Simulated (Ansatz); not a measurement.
Start from `CBNCF` and change one atom or group to get `CBNC`.

Ansatz, PBE0-D4/def2-TZVP geometries, multiplicity 1. Each molecule was computed in one conformer, which needn't be the lowest.

| property | `CBNCF` |
| --- | --- |
| HOMO energy (ωB97M-V/def2-TZVPP) / eV | -10.93 |
| LUMO energy (ωB97M-V/def2-TZVPP) / eV | 2.14 |
| LUMO energy (PBE0/def2-TZVPP) / eV | 0.29 |
| size of the dipole moment (ωB97M-V/def2-TZVPP) / D | 1.83 |
| HOMO–LUMO gap (PBE/def2-TZVPP) / eV | 6.48 |
| LUMO energy (B3LYP/def2-TZVPP) / eV | 0.05 |

Task: What does the change do to each property? (Best estimate.)

Result: Ansatz gave: 
| property | `CBNC` | shift |
| --- | --- | --- |
| HOMO energy (ωB97M-V/def2-TZVPP) / eV | -9.92 | 1.01 |
| LUMO energy (ωB97M-V/def2-TZVPP) / eV | 2.32 | 0.18 |
| LUMO energy (PBE0/def2-TZVPP) / eV | 0.79 | 0.50 |
| size of the dipole moment (ωB97M-V/def2-TZVPP) / D | 1.61 | -0.22 |
| HOMO–LUMO gap (PBE/def2-TZVPP) / eV | 6.11 | -0.37 |
| LUMO energy (B3LYP/def2-TZVPP) / eV | 0.55 | 0.50 |

With PBE0 the HOMO rises by 0.99 eV and the LUMO rises by 0.50 eV, so the gap narrows by about 0.49 eV. PBE moves the HOMO by 0.92 eV and ωB97M-V by 1.01 eV. Dipoles are sizes alone; their direction can turn.

B3LYP here is the variant with VWN-RPA as its local correlation; programs differ in this.
